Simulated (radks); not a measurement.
Sm4+, configuration [Kr] 4d10 4f4.5 5s1.5 5p6 (fractional occupations, a model configuration).

All-electron calculation, scalar-relativistic Kohn-Sham, PBE, spin-polarised, spherical densities, point nucleus; open shells are filled with parallel spins first (spin-orbit coupling, left out, can overturn this in heavy ions). Program: a radial shooting solver on a logarithmic mesh with Libxc functionals.

Energy parts (eV):
| part | energy |
|---|---|
| total | -283642.82 |
| kinetic | 303230.57 |
| electron-nucleus | -687703.05 |
| Hartree | 107190.57 |
| exchange-correlation | -6360.91 |

Orbitals (lengths in bohr, moments of r in powers of bohr):
| orbital | occ. | eigenvalue (eV) | <r^4> |
|---|---|---|---|
| 1s up | 1 | -46729.45 | 1.317e-06 |
| 1s down | 1 | -46729.40 | 1.317e-06 |
| 2s up | 1 | -7677.848 | 0.0002120 |
| 2s down | 1 | -7677.790 | 0.0002120 |
| 2p up | 3 | -6853.753 | 0.0001573 |
| 2p down | 3 | -6853.702 | 0.0001573 |
| 3s up | 1 | -1722.947 | 0.008335 |
| 3s down | 1 | -1721.271 | 0.008312 |
| 3p up | 3 | -1465.380 | 0.008725 |
| 3p down | 3 | -1463.710 | 0.008695 |
| 3d up | 5 | -1116.633 | 0.007049 |
| 3d down | 5 | -1115.342 | 0.007013 |
| 4s up | 1 | -384.1031 | 0.2060 |
| 4s down | 1 | -379.9948 | 0.2058 |
| 4p up | 3 | -299.2285 | 0.2687 |
| 4p down | 3 | -295.1270 | 0.2687 |
| 4d up | 5 | -180.0980 | 0.4242 |
| 4d down | 5 | -175.9935 | 0.4267 |
| 4f up | 4.5 | -51.5431 | 1.910 |
| 4f down | 0 | -47.6829 | 2.193 |
| 5s up | 1 | -87.5444 | 5.846 |
| 5s down | 0.5 | -84.9335 | 6.155 |
| 5p up | 3 | -65.3131 | 9.909 |
| 5p down | 3 | -63.2689 | 10.58 |
| 5d up | 0 | -37.0980 | 31.23 |
| 5d down | 0 | -35.9882 | 34.16 |
| 6s up | 0 | -31.2939 | 121.6 |
| 6s down | 0 | -30.7898 | 127.8 |
| 6p up | 0 | -25.0918 | 209.5 |

The highest occupied level is 4f up at -51.543 eV. Summed over all electrons, <r^2> = 32.73 bohr^2, which gives a Langevin (diamagnetic) susceptibility term of -25.9 x 10^-6 cm^3/mol. The density falls to 0.001 e/bohr^3 at r = 3.17 bohr.
